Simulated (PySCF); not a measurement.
NMR data simulated for an unnamed compound:

¹H NMR (300 MHz, computed): δ 5.26 (m, 1H), 5.23 (m, 1H), 4.35 (s, 3H).

¹³C{¹H} NMR (computed): δ 197.1 (C), 174.2 (C), 122.6 (C), 95.1 (CH).

[PySCF 2.14.0 with density-fitted response routines: geometry from GFN2-xTB; shielding tensors at PBE0/pcSseg-1 (GIAO); a single conformation; no relativistic terms; rapidly exchanging positions averaged; in vacuum]

δ = σ(ref) − σ, references computed at the same level: ¹H and ¹³C vs TMS.

Which of these does the molecule contain: a Si–H bond, a nitrile, an S-methyl group, an ester?

Results:


- A Si–H bond: yes (δH 4.35 (s)).
- A nitrile: no.
- An S-methyl group: no.
- An ester: no.

The data belong to SMILES c1([SiH3])c(F)c[pH]c1F, C₄H₅F₂PSi; they needn't prove each group on their own.

Carbon signals by region: 2 in the far downfield region (above 160 ppm), 1 in the sp2 and nitrile region (100–160 ppm), 1 at 50–100 ppm. Above 160 ppm: 197.1, unsaturated ring carbon, 174.2, unsaturated ring carbon.

Splittings by ¹⁹F and ³¹P in the carbon and heteronuclear signals aren't shown, as no couplings were computed. Shifts are as computed. Against solution values, carbons near 30 ppm lie about +3 ppm off and those near 130 ppm about +5 ppm. Of 1211 compounds with measured shifts, 218 miss one by over three times the rms of a fit or turn the order of signals round; such compounds aren't used in these exercises. No couplings were computed; multiplicities are counted from neighbouring protons, with m where these are inequivalent, close in shift, in a saturated or five-membered ring or joined by F or P, and br s for small geminal =CH2 splittings.
